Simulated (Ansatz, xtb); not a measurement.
# CH5AlSSi: where a starting geometry ends

The starting geometry of this gas-phase singlet was built from a drawn formula by distance geometry and a force field; its bonds are those of `[AlH2]/[SiH]=C\S`.

```tsv
atom	x (Å)	y (Å)	z (Å)
C	0.7755	-0.2336	1.7013
Al	-2.6580	-1.2251	2.0911
S	0.3772	1.0838	2.8853
Si	-0.4386	-1.3240	1.2398
H	-3.7123	-2.2646	1.5810
H	-3.0227	-0.0736	3.1194
H	-0.0763	-2.3902	0.2998
H	1.7368	-0.3162	1.3163
H	-0.0438	1.9351	1.8381
```

**Question.** Predict what it relaxes into with r2SCAN-D4/def2-SVP.

**Answer.** It keeps its bonds, and is `[AlH2]/[SiH]=C\S`.

The energy falls by 0.50 eV over 16 steps:

| step | E − E(last) (eV) |
| --- | --- |
| 1 | 0.498 |
| 3 | 0.247 |
| 4 | 0.188 |
| 6 | 0.093 |
| 8 | 0.035 |
| 9 | 0.029 |
| 11 | 0.011 |
| 13 | 0.002 |
| 14 | 0.001 |
| 16 | 0.000 |

Final geometry (Å):

```xyz
9

C     0.4837   -0.0234    1.5839
Al   -2.8633   -1.4439    2.0801
S     0.1726    1.4150    2.5066
Si   -0.6184   -1.3680    1.2614
H    -3.7882   -2.6910    1.7417
H    -3.3900   -0.2278    2.9570
H     0.0675   -2.3986    0.4268
H     1.4959   -0.0781    1.1627
H     1.3781    2.0072    2.3521
```

From the same start GFN2-xTB ends elsewhere, differing in Al2–S3 (2.43 against 4.19 Å here).

No frequencies were run, so the end isn't proven a minimum. Run with Ansatz 0.2.0, 83 s on 2 threads of Intel(R) Xeon(R) Processor @ 2.50GHz (Skylake/Cascade Lake), with other jobs on the host.
